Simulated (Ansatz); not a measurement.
Isomers of Nb₃Si₃ (doublet), relaxed with PBE-D4/def2-SVP; total energies from Ansatz at B3LYP-D4/def2-TZVP.

```
isomer                                                                                             description  energy (Eh)
     A  point group not assigned; 7 × Nb–Si 2.43 to 2.69 Å; 3 × Nb–Nb 2.37 to 2.98 Å; 2 × Si–Si 2.35 to 2.64 Å  -1039.48551
     B  point group not assigned; 6 × Nb–Si 2.41 to 2.76 Å; 3 × Nb–Nb 2.43 to 2.56 Å; 3 × Si–Si 2.38 to 2.46 Å  -1039.46464
     C                    point group Cs; 7 × Nb–Si 2.51 to 2.77 Å; 3 × Nb–Nb 2.45 to 2.50 Å; 2 × Si–Si 2.38 Å  -1039.48127
```

In the def2 sets Nb takes a core potential; there is no spin–orbit coupling. B3LYP takes the VWN-RPA correlation.

The isomers come from a short search, and lower ones may exist.

Work out the relative energies (1 Eh = 2625.5 kJ/mol) and the Boltzmann populations at 1200 K from electronic energies alone (R = 8.314 J/mol/K).

ΔE: A 0.0, B 54.8, C 11.1 kJ/mol. RT = 9.98 kJ/mol. Factors exp(−ΔE/RT): A 1, B 0.00412, C 0.329; sum 1.333. Populations: A 75.0 %, B 0.3 %, C 24.7 %. Zero-point energy, vibrational entropy and symmetry numbers are left out and can shift these; an error of 4 kJ/mol changes a ratio by a factor of 1.5. Over the other density-functional and correlated levels in def2 sets, the gap between A and C ranges from -4 to 9 kJ/mol.
